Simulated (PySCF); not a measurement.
CdS⁺ at PBE

Level: PBE. basis Cd def2-SVP with ECP28, S def2-SVP; scalar-relativistic core potentials; PySCF 2.14.

- state: ²Π (doublet), unpaired electrons π ↑
- bond length: 0.2370 nm
- harmonic wavenumber: 320 cm⁻¹
- force constant: 1.51 mdyn/Å
- rotational constant Be: 0.1202 cm⁻¹
- anharmonicity ωexe: 1.34 cm⁻¹
- vibration–rotation constant αe: 0.000651 cm⁻¹
- well depth De to Cd⁺ + S: 1.98 eV
- dissociation energy D0: 1.96 eV
- bond order (Mayer): 1.35
- dipole moment (positive dipole points towards S; it is taken about the centre of mass and depends on that origin): -2.28 D

Spin–orbit coupling is left out. For an ion De counts to the pair picked by the measured ionisation energies or electron affinities, which need not be the lowest pair at this level. The state is the lowest determinant that a PBE0 search found; another state may lie lower at other levels.
